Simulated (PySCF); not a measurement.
CaF at PBE

Computed with PBE; basis Ca def2-SVPD, F def2-SVPD; no relativity; PySCF 2.14.

| Item | Value |
| --- | --- |
| state | ²Σ⁺ (doublet), unpaired electrons σ ↑ |
| bond length | 1.961 Å |
| harmonic wavenumber | 594 cm⁻¹ |
| force constant | 2.68 mdyn/Å |
| rotational constant Be | 0.3404 cm⁻¹ |
| anharmonicity ωexe | 3.03 cm⁻¹ |
| vibration–rotation constant αe | 0.00241 cm⁻¹ |
| well depth De to Ca + F | 6.05 eV |
| dissociation energy D0 | 6.01 eV |
| bond order (Mayer) | 0.53 |
| dipole moment (positive dipole means Ca(−)F(+)) | -2.97 D |

The state is the lowest determinant that a PBE0 search found; another state may lie lower at other levels.
